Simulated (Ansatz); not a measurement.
Species: CH2I, charge 0, doublet. CH2I (SMILES [CH2]I, doublet).
B3LYP-D3(BJ)/def2-TZVP minimum from Ansatz (an electronic-structure program):
```
C
H 1 1.0769
H 1 1.0769 2 123.40
I 1 2.0455 2 118.30 3 -180.00
```
Charge 0, spin multiplicity 2.

Quantity: atomisation energy (electronic, to ground-state atoms), in kcal/mol. UHF or UKS for unpaired electrons; spin-orbit terms are left out. Cores are frozen in correlated methods (noble-gas shells, and filled d and f shells in the p block). Past Kr the def2 sets carry scalar-relativistic core potentials. CBS(X,Y): correlation extrapolated as X^-3, Hartree-Fock from the larger set. A bracket is a step between two methods taken in the basis named. For partners of very few electrons the exact lower level stands in for a higher one. Spin-orbit terms, left out, reach several kcal/mol for Br and I, and more for heavier atoms.

CCSD(T)/CBS(def2-TZVPP,def2-QZVPP) + [CCSDT(Q) - CCSD(T)]/def2-TZVPP + [CCSDTQ - CCSDT(Q)]/def2-SVP (Ansatz) gives 264.2 kcal/mol.

Task: How far off this value is PBE/def2-TZVPD (Ansatz), in which direction, and how far these levels: r2SCAN/def2-TZVPD, B3LYP/def2-TZVPD, wB97M-V/def2-TZVPD, B2PLYP/def2-TZVPD, CCSD(T)/CBS(def2-TZVPP,def2-QZVPP)?

Result: PBE gives 273.0 kcal/mol, 8.8 kcal/mol above it. Differences of the others: r2SCAN/def2-TZVPD (Ansatz) 5.1; B3LYP/def2-TZVPD (Ansatz) -0.3; wB97M-V/def2-TZVPD (Ansatz) -1.5; B2PLYP/def2-TZVPD (Ansatz) -3.2; CCSD(T)/CBS(def2-TZVPP,def2-QZVPP) (Ansatz) -0.3 kcal/mol.
